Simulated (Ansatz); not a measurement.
All numbers were calculated with Ansatz.

A structure relaxed at PBE0-D4/def2-TZVP, charge 0, multiplicity 1:

```xyz
11

C     1.309   -0.233   -1.156
Si   -0.435   -0.435   -0.536
Cl   -0.778   -2.422   -0.054
Si   -0.861    0.702    1.470
F    -0.588    2.277    1.281
H     2.031   -0.542   -0.398
H     1.469   -0.833   -2.054
H     1.495    0.816   -1.403
H    -1.413   -0.070   -1.593
H    -2.272    0.529    1.900
H     0.044    0.210    2.542
```

**Question.** Give its formula and SMILES.

**Answer.** CH6ClFSi2, `C[SiH](Cl)[SiH2]F`.

**Question.** Summarise the bond lengths by kind.

**Answer.** 1 × C–Si 1.861 Å; 3 × C–H 1.092 to 1.094 Å; 1 × Cl–Si 2.073 Å; 1 × Si–Si 2.345 Å; 3 × H–Si 1.485 to 1.487 Å; 1 × F–Si 1.609 Å.
